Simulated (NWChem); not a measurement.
# CH3BaFN2

```xyz
8

Ba     0.3053    -0.5059     0.0000
F     -1.1195    -2.2473     0.0000
C     -0.3996     2.4408     0.0000
N     -0.2179     1.8246    -1.1571
N     -0.2179     1.8246     1.1571
H     -0.7216     3.5055     0.0000
H     -0.4273     2.4297    -1.9441
H     -0.4273     2.4297     1.9441
```
Atoms are numbered in this order, from 1.

The geometry was optimised at PBE0/def2-SVP. Not confirmed as a minimum by frequencies. def2 effective core potentials on Ba; no spin-orbit coupling.

Symmetry labels are those of Cs in the frame above (b1 and b2, or b-type labels, depend on it).

### Question
List the 4 lowest vertical singlet excitations from B3LYP/def2-SVPD with def2 effective core potentials on Ba, TDA (NWChem).

### Answer
```csv
state,energy (eV),oscillator strength,symmetry,leading excitation (squared amplitude)
S1,3.74,0.002,a",HOMO → LUMO (0.99)
S2,4.79,0.000,a",HOMO → LUMO+2 (0.91)
S3,4.83,0.006,a',HOMO → LUMO+1 (0.74)
S4,4.96,0.061,a',HOMO−1 → LUMO (0.73)
```
